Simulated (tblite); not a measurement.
C6H9O2 (doublet state).
Atom-mapped SMILES: `[CH3:1][CH:2][C:3](=[O:4])[CH2:5][C:6]([CH3:7])=[O:8]` (hydrogens: H9, H10, H11 on C1; H12 on C2; H13, H14 on C5; H15, H16, H17 on C7)

Structure used (GFN2-xTB), in Å, numbered top down from 1:
```xyz
17
C6H9O2 angstrom
C      2.1668    0.0511   -0.8799
C      1.6952   -0.7026    0.2883
C      0.5333   -0.3962    1.0396
O      0.1290   -1.0994    1.9647
C     -0.2766    0.8363    0.6133
C     -1.1782    0.3426   -0.4962
C     -2.4671   -0.2474   -0.0100
O     -0.8444    0.3729   -1.6569
H      1.3513    0.1735   -1.6025
H      3.0074   -0.4436   -1.3576
H      2.4700    1.0646   -0.6019
H      2.2360   -1.5841    0.6017
H      0.3783    1.6265    0.2547
H     -0.8649    1.1701    1.4655
H     -3.1070    0.5462    0.3720
H     -2.2557   -0.9319    0.8104
H     -2.9803   -0.7667   -0.8149
```

Method: GFN2-xTB as coded in tblite; computed harmonic values from a numerical Hessian at the method's own geometry, unscaled. The method is semi-empirical: single wavenumbers can be off by several per cent or more. One conformer, not necessarily the lowest. Open shells enter through the occupations alone, without spin polarisation, and single modes of such species can be off by tens of per cent.

Harmonic wavenumbers (cm⁻¹): 71.4, 86.2, 132.8, 169.8, 176.2, 198.5, 249.3, 384.0, 460.4, 491.7, 497.2, 532.2, 590.2, 690.9, 824.4, 860.8, 938.9, 956.5, 981.3, 1001.9, 1039.8, 1097.5, 1135.0, 1181.2, 1197.8, 1238.6, 1366.1, 1368.1, 1389.1, 1428.4, 1431.0, 1446.6, 1450.8, 1463.6, 1587.0, 1749.9, 2915.3, 2952.3, 3016.3, 3023.5, 3025.1, 3035.4, 3056.2, 3057.2, 3084.9.

A = 2717, B = 1817, C = 1241 MHz; mass 113.060 u (most abundant isotopes); point group C1, symmetry number 1; spin multiplicity 2.

Q: What is the zero-point energy?

A: ½Σν̃ = 29516 cm⁻¹ = 84.39 kcal/mol.

Q: Entropy at 200 K, 1 bar (ideal gas, RRHO, classical rotation)?

A: Translation 38.13, rotation 27.16, vibration 16.28, spin (R ln 2) 1.38: S = 82.9 cal/(mol K).

Q: And Cp and H(200 K) − H(0)?

A: Cp = 26.37 cal/(mol K), of which vibrations give 18.42 (their classical limit is 45 R = 89.4); H(200 K) − H(0) = 3.45 kcal/mol without the zero-point energy, 1.86 from vibrations.

Q: How do the functions run with temperature in this model?

A: 
```json
{"T (K)": "50", "S (cal/(mol K))": "57.6", "Cp (cal/(mol K))": "12.2", "H − H(0) (kcal/mol)": "0.47", "G − H(0) (kcal/mol)": "-2.41", "ln q(vib)": "0.26"}
{"T (K)": "100", "S (cal/(mol K))": "67.9", "Cp (cal/(mol K))": "17.9", "H − H(0) (kcal/mol)": "1.23", "G − H(0) (kcal/mol)": "-5.56", "ln q(vib)": "1.21"}
{"T (K)": "298.15", "S (cal/(mol K))": "95.0", "Cp (cal/(mol K))": "34.8", "H − H(0) (kcal/mol)": "6.45", "G − H(0) (kcal/mol)": "-21.89", "ln q(vib)": "5.80"}
{"T (K)": "373.15", "S (cal/(mol K))": "103.5", "Cp (cal/(mol K))": "41.2", "H − H(0) (kcal/mol)": "9.30", "G − H(0) (kcal/mol)": "-29.34", "ln q(vib)": "7.52"}
{"T (K)": "500", "S (cal/(mol K))": "117.0", "Cp (cal/(mol K))": "50.7", "H − H(0) (kcal/mol)": "15.14", "G − H(0) (kcal/mol)": "-43.33", "ln q(vib)": "10.40"}
{"T (K)": "750", "S (cal/(mol K))": "140.3", "Cp (cal/(mol K))": "64.4", "H − H(0) (kcal/mol)": "29.66", "G − H(0) (kcal/mol)": "-75.58", "ln q(vib)": "15.87"}
{"T (K)": "1000", "S (cal/(mol K))": "160.1", "Cp (cal/(mol K))": "73.3", "H − H(0) (kcal/mol)": "46.94", "G − H(0) (kcal/mol)": "-113.20", "ln q(vib)": "20.98"}
```

q(vib) and H(0) count from the zero-point level.

Q: Which modes carry the vibrational entropy at 200 K?

A: 71.4 cm⁻¹: 3.33; 86.2 cm⁻¹: 2.97; 132.8 cm⁻¹: 2.15; 169.8 cm⁻¹: 1.71; 176.2 cm⁻¹: 1.64; 198.5 cm⁻¹: 1.44 cal/(mol K); the other 39 give 3.04 together.

Q: What must be added to the electronic energy to get the Gibbs energy at 200 K and 1 bar?

A: ZPE + [H(200 K) − H(0)] − T·S = 84.39 + 3.45 − 16.59 = 71.25 kcal/mol.

Hindered rotation and anharmonicity are outside this model. Other conformers, if any are populated, would add a mixing term that is left out. The structure is chiral; the term R ln 2 for an equal mix with its mirror image is left out.
